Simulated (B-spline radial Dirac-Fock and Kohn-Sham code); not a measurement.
Al⁺ 1s: cross section and angular parameters

System: the Al⁺ ion, configuration [Ne] 3s2; threshold 1558.2 eV (orbital energy of the model). Model: Dirac-Hartree-Slater photoionisation with a Latter tail; cross sections with all multipoles, angular parameters from the dipole term and its interference with E2. Program: a radial B-spline solver.

For linearly polarised light dσ/dΩ = σ/(4π) [1 + β P₂(cos θ) + (δ + γ cos²θ) sin θ cos φ], with θ from the polarisation vector and φ the angle between the beam and the projection of the electron momentum on the plane normal to the polarisation.

```
hν (eV)  σ (kb)      β      γ
   2130    79.4  2.000  0.336
   2930    34.7  2.000  0.678
 2984.4       ?      ?      ?
   3650    19.2  2.000  0.901
   4000    14.9  2.000  0.995
   4200    13.0  2.000  1.046
   4770    9.13  2.000  1.179
   4960    8.18  2.000  1.221
   5750    5.38  2.000  1.383
 8047.8    2.03  2.000  1.779
   9380    1.29  2.000  1.973
  10800   0.847  2.000  2.164
```

Q: Give the values at Ag Lα (2984.4 eV).

A: σ = 33.1 kb, β = 2.000, γ = 0.696. For an s subshell δ is negligible.

Values without a named source are computed, but for edge energies of neutral atoms, which are taken from tables.
